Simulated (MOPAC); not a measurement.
MOPAC input (AM1):

```
AM1 PRECISE GNORM=0.05 LET XYZ GEO-OK AUX(PRECISION=9) THREADS=1
HLiO

Li   -0.00000000 1   -0.00000000 1   -1.25868851 1
O     0.00000000 1    0.00000000 1    0.31385345 1
H     0.00000000 1    0.00000000 1    1.26523792 1
```

Task: What heat of formation does the run end on?

Result: -53.97 kcal/mol.
